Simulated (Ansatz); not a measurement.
IrPt₃⁻, relaxed as a singlet with RKS PBE-D4/def2-SVPD in Ansatz, starting from the GFN1-xTB geometry. Force threshold 0.02 eV/Å.

In the def2 sets Ir, Pt take a core potential; there is no spin–orbit coupling. The restricted singlet is unstable towards broken spin symmetry at other levels; at PBE-D4/def2-SVPD this wasn't settled. An occupied level of the charge -1 singlet lies above an empty one (by up to 0.07 eV), so this SCF solution is probably not the lowest. The relaxation made no stability test and no search for a lower SCF solution. At PBE-D4/def2-SVPD a quintet of charge -1 lies 0.46 eV below the restricted singlet, each at its own geometry. The structure comes from a short search, and lower isomers may exist.

Start:

```xyz
4

Ir   -0.194    0.148   -1.324
Pt    1.507   -0.150    0.281
Pt   -1.024   -1.333    0.333
Pt   -0.288    1.336    0.710
```

```csv
step,energy (eV),largest force component (eV/Å),SCF passes
1,-12587.6193,4.308,71
2,-12588.2796,1.809,69
3,-12588.5678,0.887,50
4,-12588.8251,1.168,41
5,-12589.0936,1.026,52
6,-12589.3315,0.601,65
7,-12589.4770,0.590,52
8,-12589.5217,0.631,53
9,-12589.5322,0.346,52
10,-12589.5436,0.059,56
11,-12589.5439,0.005,41
```

Force components are those of the run's own axes.

End:

```xyz
4

Ir   -0.3233   -0.2866   -0.3594
Pt    2.0128    0.4004    0.1326
Pt   -1.8085   -2.0819   -0.3583
Pt    0.1190    1.9681    0.5851
```

Bonds lost: Pt2–Pt3, Pt3–Pt4 (atoms count from 1).

No frequencies were taken in this run, so the end may be a saddle point.

Hardware: 4 threads of AMD EPYC 9R45 on a shared host. Wall time 9 s.
